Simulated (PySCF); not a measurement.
H7NO2Si2, SMILES [SiH3]O[Si@H](N)O.

The structure is a stationary point at PBE0-D3(BJ)/def2-SVP. The structure was generated by enumeration; whether it is a known compound was not checked. Other conformers were not sampled.

Two levels are set side by side: PBE/def2-TZVP (PySCF) and ωB97X/def2-TZVP (PySCF). Same geometry, gas phase. Differences are taken from unrounded values.

```
quantity                      ωB97X
---------------------------  ------
orbital gap (eV)              12.78
highest occupied level (eV)  -10.39
lowest empty level (eV)        2.39
dipole moment (D)              2.23
mean polarisability (bohr³)    61.8
```

**Question.** What does PBE give, and how far is it from ωB97X? (Estimate from the structure and the level; the computed values follow.)

**Answer.** 
| quantity | PBE | PBE minus ωB97X |
|---|---|---|
| orbital gap (eV) | 5.92 | -6.86 |
| highest occupied level (eV) | -6.40 | 3.99 |
| lowest empty level (eV) | -0.48 | -2.87 |
| dipole moment (D) | 2.25 | 0.02 |
| mean polarisability (bohr³) | 65.8 | 4.1 |

PBE's occupied levels lie high since its potential decays too fast outside the molecule; exact exchange lowers them and widens the gap. Loosely held outer electrons make PBE densities more polarisable. Differences between two approximate levels are no errors against the true value.

Rough cost on one machine, each run with all the roots and properties that it gave: ωB97X against PBE within a factor of 2.
